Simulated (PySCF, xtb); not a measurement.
HfH4, SMILES [HfH4], multiplicity 1.

xtb 6.7.1 with GFN2-xTB at its own geometry gives an orbital gap of 5.88 eV and a dipole moment of 0.00 D.

Geometry: B3LYP-D3(BJ)/def2-TZVPD. The multiplicity is an assumed one; other spin states were not compared. The def2 effective core potentials stand for the cores of Hf; spin–orbit coupling is left out.

What does PBE/def2-TZVPD (PySCF) give? (The exact figures need the calculation; the answer reports its results.)

gap 4.04 eV (levels -7.12 and -3.08 eV), dipole 0.00 D.
